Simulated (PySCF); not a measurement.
A structure optimised at B3LYP-D3(BJ)/def2-SVP, used in a PySCF frequency run:

```
Si
H 1 1.4762
Cl 1 2.0596 2 109.23
Cl 1 2.0596 2 109.23 3 -119.44
I 1 2.4482 2 109.15 3 120.28
```

Q: Write its SMILES, formula and point group.

A: Cl[SiH](Cl)I, Cl₂HISi, Cs

Q: What are its rotational constants (standard atomic weights)?

A: 2.3401, 0.92671, 0.69295 GHz
